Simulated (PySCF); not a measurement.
Members of one series of related molecules.

All values: PBE0/pcSseg-1 (PySCF) at GFN2-xTB geometries, gas phase, one conformer each.

Question: Rank by the highest IAO charge on any atom, highest value first.
A. `FC1=C[SiH2]C=CC=C1`
B. `FCC1=CCC=CC=C1`
C. `FC1=C/C/C=C\[SiH2]/C=C\1`
D. `F[C@@H]1C=CC=CCC1`

Answer: A (+0.774 e), C (+0.735 e), D (+0.176 e), B (+0.159 e).

Question: Rank by the lowest Hirshfeld charge on any atom, highest value first.
A. `FC1=C[SiH2]C=CC=C1`
B. `FCC1=CCC=CC=C1`
C. `C1[C@@H](C=CC=CC1)F`
D. `FC1=C/C/C=C\[SiH2]/C=C\1`

Answer: B (-0.111 e), C (-0.122 e), D (-0.151 e), A (-0.169 e).

All values together:

| SMILES | formula | μ (D) | HOMO (eV) | LUMO (eV) | lowest IAO charge (e) | highest IAO charge (e) | lowest Hirshfeld charge (e) | highest Hirshfeld charge (e) |
| --- | --- | --- | --- | --- | --- | --- | --- | --- |
| FCC1=CCC=CC=C1 | C8H9F | 1.50 | -6.68 | -0.95 | -0.324 (F) | +0.159 (H) | -0.111 (F) | +0.050 (H) |
| FC1=C/C/C=C\[SiH2]/C=C\1 | C7H9FSi | 1.37 | -6.75 | -1.33 | -0.446 (C) | +0.735 (Si) | -0.151 (C) | +0.330 (Si) |
| F[C@@H]1C=CC=CCC1 | C7H9F | 1.88 | -6.61 | -1.00 | -0.336 (F) | +0.176 (C) | -0.122 (F) | +0.066 (C) |
| FC1=C[SiH2]C=CC=C1 | C6H7FSi | 1.79 | -6.92 | -1.91 | -0.492 (C) | +0.774 (Si) | -0.169 (C) | +0.332 (Si) |

Conformers: `[F:1][CH2:2][C:3]1=[CH:4][CH2:5][CH:6]=[CH:7][CH:8]=[CH:9]1` with F1–C2–C3–C4 9°, C3–C4–C5–C6 -71°, C4–C5–C6–C7 71°, C6–C7–C8–C9 -35°, C2–C3–C9–C8 -143°; `[F:1][C:2]1=[CH:3]/[CH2:4]/[CH:5]=[CH:6]\[SiH2:7]/[CH:8]=[CH:9]\1` with C2–C3–C4–C5 -93°, C3–C4–C5–C6 89°, C5–C6–Si7–C8 -41°, C6–Si7–C8–C9 -3°; `[F:1][C@@H:2]1[CH:3]=[CH:4][CH:5]=[CH:6][CH2:7][CH2:8]1` with F1–C2–C3–C4 -170°, C3–C4–C5–C6 16°, C5–C6–C7–C8 10°, C6–C7–C8–C2 -58°.
